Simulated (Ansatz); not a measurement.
Stepwise reaction of `[SH][In]([Cl])[Cl]` with hydrogen sulfide, as a gas-phase model of exchange steps in deposition or etching. ΔE in kJ/mol; ΔG adds harmonic PBE0-D4 terms to CCSD(T)/CBS, at 1 bar.

Computed with Ansatz on PBE0-D4/def2-TZVP structures; ΔE is electronic, products minus reactants. CBS: MP2 limit from def2 TZ/QZ plus the TZ coupled-cluster correction, frozen cores. This one scheme is used for every species. DFT in def2-TZVPP. B3LYP here is the variant with VWN-RPA as its local correlation; programs differ in this. Elements past krypton have def2 core potentials. For In outer-core shells are correlated without core-valence functions, which leaves a few kJ/mol of doubt a bond. One conformer a species, not always the lowest.

```json
{"step": "1", "reaction": "`[SH][In]([Cl])[Cl]` + H₂S → `[SH][In]([SH])[Cl]` + HCl", "PBE-D4": "16.8", "B3LYP-D4": "22.0", "ωB97M-V": "22.9", "CCSD(T)/CBS": "20.1", "ΔG(600 K)": "23.9"}
{"step": "2", "reaction": "`[SH][In]([SH])[Cl]` + H₂S → `[SH][In]([SH])[SH]` + HCl", "PBE-D4": "23.0", "B3LYP-D4": "28.2", "ωB97M-V": "28.6", "CCSD(T)/CBS": "25.7", "ΔG(600 K)": "33.7"}
```

By hand: ΔE of the 2 steps together at CCSD(T)/CBS.

(20.1) + (25.7) = 45.8 kJ/mol, or 22.9 kJ/mol a step.

In ΔE each step is higher than the one before. All are uphill at CCSD(T)/CBS. ΔG lies between 23.9 and 33.7 kJ/mol a step. PBE-D4 differs from CCSD(T)/CBS by -3.3 to -2.7 kJ/mol a step. Isolated molecules leave out the surface, adducts and barriers. Largest T1 diagnostic: 0.014.
